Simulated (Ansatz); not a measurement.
Relaxation of CH5BFNSi (10 atoms, charge 0, multiplicity 1), to a largest force component of 0.02 eV/Å in at most 50 steps.

The calculation used UKS B3LYP-D4/def2-SVP (Ansatz).

```xyz
10
Properties=species:S:1:pos:R:3
B -1.637 -0.008 -0.564
Si -0.426 -0.587 0.759
N 1.187 -0.613 0.059
C 1.881 0.466 -0.330
F 3.062 0.374 -0.861
H -2.319 1.030 -0.381
H -1.781 -0.551 -1.587
H -0.759 -1.924 1.178
H -0.448 0.334 1.964
H 1.322 1.426 -0.234
```

Where does it end, and by what steps?

The run converged. After 19 steps the energy has fallen by 0.878 eV; H6 moved furthest, 1.39 Å.

```json
{"step": "0", "energy less start (eV)": "0.0000", "largest force component (eV/Å)": "5.155", "accepted": "yes"}
{"step": "1", "energy less start (eV)": "-0.4045", "largest force component (eV/Å)": "3.651", "accepted": "yes"}
{"step": "2", "energy less start (eV)": "-0.6882", "largest force component (eV/Å)": "1.268", "accepted": "yes"}
{"step": "3", "energy less start (eV)": "-0.7677", "largest force component (eV/Å)": "0.853", "accepted": "yes"}
{"step": "4", "energy less start (eV)": "-0.8011", "largest force component (eV/Å)": "0.256", "accepted": "yes"}
{"step": "5", "energy less start (eV)": "-0.8151", "largest force component (eV/Å)": "0.489", "accepted": "yes"}
{"step": "6", "energy less start (eV)": "-0.8279", "largest force component (eV/Å)": "0.274", "accepted": "yes"}
{"step": "7", "energy less start (eV)": "-0.8443", "largest force component (eV/Å)": "0.111", "accepted": "yes"}
{"step": "8", "energy less start (eV)": "-0.8510", "largest force component (eV/Å)": "0.347", "accepted": "yes"}
{"step": "9", "energy less start (eV)": "-0.8577", "largest force component (eV/Å)": "0.206", "accepted": "yes"}
{"step": "10", "energy less start (eV)": "-0.8689", "largest force component (eV/Å)": "0.058", "accepted": "yes"}
{"step": "11", "energy less start (eV)": "-0.8746", "largest force component (eV/Å)": "0.122", "accepted": "yes"}
{"step": "12", "energy less start (eV)": "-0.8627", "largest force component (eV/Å)": "0.324", "accepted": "no"}
{"step": "13", "energy less start (eV)": "-0.8767", "largest force component (eV/Å)": "0.042", "accepted": "yes"}
{"step": "14", "energy less start (eV)": "-0.8771", "largest force component (eV/Å)": "0.047", "accepted": "yes"}
{"step": "15", "energy less start (eV)": "-0.8758", "largest force component (eV/Å)": "0.215", "accepted": "no"}
{"step": "16", "energy less start (eV)": "-0.8773", "largest force component (eV/Å)": "0.085", "accepted": "yes"}
{"step": "17", "energy less start (eV)": "-0.8773", "largest force component (eV/Å)": "0.056", "accepted": "yes"}
{"step": "18", "energy less start (eV)": "-0.8773", "largest force component (eV/Å)": "0.079", "accepted": "no"}
{"step": "19", "energy less start (eV)": "-0.8777", "largest force component (eV/Å)": "0.012", "accepted": "yes"}
```

```xyz
10
Properties=species:S:1:pos:R:3
B -1.999 -0.102 -0.643
Si -0.437 -0.335 0.603
N 1.091 -0.440 -0.256
C 2.068 0.323 -0.184
F 3.172 0.131 -0.919
H -3.114 -0.088 -0.180
H -1.879 0.035 -1.834
H -0.592 -1.601 1.380
H -0.431 0.802 1.593
H 2.205 1.225 0.443
```

Whether the end is a true minimum wasn't checked by a vibrational analysis.

Run time: 66 s on 2 threads of Arm Neoverse V2, with other jobs on the host, peak memory 0.28 GiB.
